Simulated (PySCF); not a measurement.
CBr, SMILES Br[C] (connectivity only; charge and spin as stated), neutral, multiplicity 2. The structure is a stationary point at B3LYP-D3(BJ)/def2-TZVPD.

Calculation: B3LYP-D3(BJ)/def2-TZVPD in PySCF.

Harmonic wavenumbers (cm⁻¹): 711. Rotational constants (GHz): 14.45 (linear); symmetry number 1.

Problem. Work out the zero-point energy and the ideal-gas rigid-rotor harmonic-oscillator thermochemistry at 298.15 K and 1 atm.

Solution. ZPE = ½ Σ hcν = ½ × 711 cm⁻¹ = 4.25 kJ/mol. H − E(el) = 13.21 kJ/mol. Entropy in J/(mol K): translation 165.13, rotation 58.73, vibration 1.23, spin 5.76, total 230.85. G − E(el) = -55.62 kJ/mol. Cp = 32.49 J/(mol K).
